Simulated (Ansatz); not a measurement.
Molecular dynamics of ClH₅O₂Si₃

Input:

```yaml
crystal:
  periodic: [false, false, false]
  atoms:
    - { symbol: O, position_ang: [0.727874, -2.316946, -0.648697] }
    - { symbol: Si, position_ang: [-0.164083, -1.153484, 0.23401] }
    - { symbol: O, position_ang: [0.900243, -0.195601, 1.208056] }
    - { symbol: Si, position_ang: [0.717937, 1.435284, 0.641104] }
    - { symbol: Si, position_ang: [-0.713652, 0.711138, -0.975976] }
    - { symbol: Cl, position_ang: [-2.72237, 1.392771, -0.920882] }
    - { symbol: H, position_ang: [0.605538, -3.1907, -0.132828] }
    - { symbol: H, position_ang: [-1.152233, -1.821212, 1.073349] }
    - { symbol: H, position_ang: [0.176624, 2.292996, 1.679554] }
    - { symbol: H, position_ang: [1.994394, 1.994072, 0.231432] }
    - { symbol: H, position_ang: [-0.304971, 0.794882, -2.368522] }
basis:
  gaussian: { orbitals: STO-3G }
hamiltonian:
  xc: b3lyp
  dispersion: d4
md:
  timestep: 2.5
  n_steps: 120
  ensemble: nvt_nose_hoover
  temperature: 100.0
  initial_velocities: maxwell_boltzmann
  seed: 89538
  nose_hoover: { tau: 50.0, chain_length: 5 }
```

Command:

```bash
$ ansatz run input.yaml --threads 1 --pin off --max-ram 2048MiB --backend cpu --events-out ev --progress --plain --runs-dir out
```

It starts from a relaxed structure.

Output, in part (step lines, the closing report, with atoms numbered from 0):

```
md step     0: t =     0.00 fs  T =   100.0 K  F+E_penalty+E_count = -39866.80483749 eV  E_kin = 0.116334 eV  conserved = -39866.68850349 eV  (23 SCF iters)
[... lines left out ...]
Total energy: -39858.22172134 eV, -1464.7626313861 hartree
Atom 0 at     0.789760    -2.261492    -0.805634 Å, force     0.080108     0.127156    -0.083938 eV/Å
Atom 1 at    -0.054867    -1.115376     0.059752 Å, force     0.112350     0.320961     0.539313 eV/Å
Atom 2 at     0.851390    -0.128925     1.190998 Å, force    -0.028471     0.046367    -0.182320 eV/Å
Atom 3 at     0.635762     1.533888     0.713767 Å, force     0.495005    -0.395251     0.358469 eV/Å
Atom 4 at    -0.663805     0.870459    -1.017249 Å, force    -0.496589    -0.047298     0.046439 eV/Å
Atom 5 at    -2.723446     1.359442    -0.852600 Å, force     0.049757    -0.017055    -0.055892 eV/Å
Atom 6 at    -1.537714   -12.730667     4.230274 Å, force     0.001614     0.008611    -0.003884 eV/Å
Atom 7 at    -1.107387    -1.761484     0.838756 Å, force    -0.150299    -0.017985    -0.104010 eV/Å
Atom 8 at     0.046917     2.341009     1.778005 Å, force    -0.002946    -0.124345    -0.200804 eV/Å
Atom 9 at     1.933544     2.112787     0.381027 Å, force    -0.202238     0.061737    -0.057675 eV/Å
Atom 10 at    -0.327315     1.093972    -2.404196 Å, force     0.141709     0.037103    -0.255699 eV/Å
Dipole moment:     0.294012     0.351901    -0.144776 e Å
```

The steps, from the saved trajectory:

```json
{"time (fs)": "0.0", "T (K)": "100", "potential energy less start (eV)": "0.000", "conserved less start (meV/atom)": "0.00"}
{"time (fs)": "10.0", "T (K)": "33", "potential energy less start (eV)": "0.087", "conserved less start (meV/atom)": "0.85"}
{"time (fs)": "20.0", "T (K)": "75", "potential energy less start (eV)": "0.044", "conserved less start (meV/atom)": "0.90"}
{"time (fs)": "30.0", "T (K)": "53", "potential energy less start (eV)": "0.067", "conserved less start (meV/atom)": "0.32"}
{"time (fs)": "40.0", "T (K)": "54", "potential energy less start (eV)": "0.082", "conserved less start (meV/atom)": "0.94"}
{"time (fs)": "50.0", "T (K)": "66", "potential energy less start (eV)": "0.087", "conserved less start (meV/atom)": "1.80"}
{"time (fs)": "60.0", "T (K)": "41", "potential energy less start (eV)": "0.117", "conserved less start (meV/atom)": "0.82"}
{"time (fs)": "70.0", "T (K)": "95", "potential energy less start (eV)": "0.089", "conserved less start (meV/atom)": "3.02"}
{"time (fs)": "80.0", "T (K)": "44", "potential energy less start (eV)": "0.260", "conserved less start (meV/atom)": "12.40"}
{"time (fs)": "90.0", "T (K)": "310", "potential energy less start (eV)": "0.321", "conserved less start (meV/atom)": "45.22"}
{"time (fs)": "100.0", "T (K)": "59", "potential energy less start (eV)": "6.103", "conserved less start (meV/atom)": "573.46"}
{"time (fs)": "110.0", "T (K)": "6630", "potential energy less start (eV)": "5.205", "conserved less start (meV/atom)": "1319.59"}
{"time (fs)": "120.0", "T (K)": "1059", "potential energy less start (eV)": "8.398", "conserved less start (meV/atom)": "1283.57"}
{"time (fs)": "130.0", "T (K)": "565", "potential energy less start (eV)": "8.482", "conserved less start (meV/atom)": "1283.34"}
{"time (fs)": "140.0", "T (K)": "359", "potential energy less start (eV)": "8.490", "conserved less start (meV/atom)": "1283.34"}
{"time (fs)": "150.0", "T (K)": "236", "potential energy less start (eV)": "8.514", "conserved less start (meV/atom)": "1283.35"}
{"time (fs)": "160.0", "T (K)": "182", "potential energy less start (eV)": "8.503", "conserved less start (meV/atom)": "1283.19"}
{"time (fs)": "170.0", "T (K)": "133", "potential energy less start (eV)": "8.519", "conserved less start (meV/atom)": "1283.27"}
{"time (fs)": "180.0", "T (K)": "107", "potential energy less start (eV)": "8.521", "conserved less start (meV/atom)": "1283.26"}
{"time (fs)": "190.0", "T (K)": "91", "potential energy less start (eV)": "8.521", "conserved less start (meV/atom)": "1283.17"}
{"time (fs)": "200.0", "T (K)": "76", "potential energy less start (eV)": "8.527", "conserved less start (meV/atom)": "1283.24"}
{"time (fs)": "210.0", "T (K)": "74", "potential energy less start (eV)": "8.521", "conserved less start (meV/atom)": "1283.22"}
{"time (fs)": "220.0", "T (K)": "72", "potential energy less start (eV)": "8.517", "conserved less start (meV/atom)": "1283.17"}
{"time (fs)": "230.0", "T (K)": "61", "potential energy less start (eV)": "8.527", "conserved less start (meV/atom)": "1283.23"}
{"time (fs)": "240.0", "T (K)": "57", "potential energy less start (eV)": "8.532", "conserved less start (meV/atom)": "1283.20"}
{"time (fs)": "250.0", "T (K)": "42", "potential energy less start (eV)": "8.550", "conserved less start (meV/atom)": "1283.20"}
{"time (fs)": "260.0", "T (K)": "51", "potential energy less start (eV)": "8.543", "conserved less start (meV/atom)": "1283.21"}
{"time (fs)": "270.0", "T (K)": "54", "potential energy less start (eV)": "8.547", "conserved less start (meV/atom)": "1283.23"}
{"time (fs)": "280.0", "T (K)": "61", "potential energy less start (eV)": "8.549", "conserved less start (meV/atom)": "1283.20"}
{"time (fs)": "290.0", "T (K)": "60", "potential energy less start (eV)": "8.561", "conserved less start (meV/atom)": "1283.23"}
{"time (fs)": "300.0", "T (K)": "51", "potential energy less start (eV)": "8.583", "conserved less start (meV/atom)": "1283.29"}
```

All steps were run. The conserved energy changed by up to 1300 meV per atom, so the integration failed: the time step of 2.5 fs is too long for the fastest motions that this run met, and the later frames carry no physical meaning.

Parted: O1–H7 1.02 → 11.85 Å. It ends as ClH4O2Si3 + H. Pairs count as bonded within 1.25 times the sum of covalent radii (0.12 Å more for H–H).

Last frame:

```xyz
11
Properties=species:S:1:pos:R:3
O 0.790 -2.261 -0.806
Si -0.055 -1.115 0.060
O 0.851 -0.129 1.191
Si 0.636 1.534 0.714
Si -0.664 0.871 -1.017
Cl -2.723 1.359 -0.853
H -1.538 -12.731 4.230
H -1.107 -1.762 0.839
H 0.047 2.341 1.778
H 1.933 2.113 0.381
H -0.327 1.094 -2.404
```

The run took 6.1 min on 1 thread of Intel(R) Xeon(R) 6975P-C (Granite Rapids), on a shared host, peak memory 0.16 GiB.
